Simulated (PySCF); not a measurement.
A structure optimised at B3LYP-D3(BJ)/def2-SVP, used in a PySCF frequency run:

```
S
O 1 1.6925
H 2 0.9704 1 106.87
S 1 2.0191 2 107.60 3 -93.92
O 4 1.6925 1 107.60 2 90.36
H 5 0.9704 4 106.87 1 -93.92
```
Charge 0, spin multiplicity 1.

Write its SMILES, formula and point group.

OSSO, H2O2S2, C2

What are its rotational constants (standard atomic weights)?

10.263, 2.6909, 2.4801 GHz
